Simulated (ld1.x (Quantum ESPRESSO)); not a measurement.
## u(r) = r·R(r): atom against pseudo-atom (vanadium)

Columns: radius, all-electron u(r) and pseudo u(r) of the 3s shell (level -70.24 eV) of vanadium in the configuration [Ne] 3s2 3p6 3d3 4s2 4p0; PBE, scalar-relativistic, TM scheme, ld1.x (Quantum ESPRESSO) 7.5.

| r (bohr) | all-electron | pseudo |
| --- | --- | --- |
| 0.100 | -0.1130 | 0.1669 |
| 0.200 | -0.5992 | 0.3319 |
| 0.300 | -0.3826 | 0.4929 |
| 0.400 | 0.1059 | 0.6472 |
| 0.500 | 0.5690 | 0.7902 |
| 0.600 | 0.8983 | 0.9144 |
| 0.700 | 1.0817 | 1.0091 |
| 0.800 | 1.1454 | 1.0631 |
| 0.900 | 1.1247 | 1.0681 |
| 1.000 | 1.0519 | 1.0246 |
| 1.100 | 0.9512 | 0.9424 |
| 1.200 | 0.8396 | 0.8381 |
| 1.300 | 0.7278 | 0.7277 |
| 1.400 | 0.6223 | 0.6223 |
| 1.500 | 0.5265 | 0.5265 |
| 1.600 | 0.4417 | 0.4417 |
| 1.700 | 0.3681 | 0.3681 |
| 1.800 | 0.3050 | 0.3050 |
| 1.900 | 0.2517 | 0.2517 |
| 2.000 | 0.2069 | 0.2069 |
| 2.100 | 0.1695 | 0.1695 |
| 2.200 | 0.1386 | 0.1386 |
| 2.300 | 0.1131 | 0.1131 |
| 2.400 | 0.0920 | 0.0920 |
| 2.500 | 0.0748 | 0.0748 |
| 2.600 | 0.0607 | 0.0607 |

How many radial nodes do the two functions have?

The all-electron 3s function has n − l − 1 = 2 (the table is too coarse to show those close to the nucleus); the pseudo-wave has 0, since the states of the same l below it are removed with the core.

At about which radius was the pseudo-wave matched?

1.40 bohr, where the columns begin to agree (steps of 0.10 bohr).

Is the pseudo-wave norm-conserving?

Yes: the TM scheme keeps the norm inside the radius equal to the all-electron one, which fixes the energy derivative of the logarithmic derivative at the level.
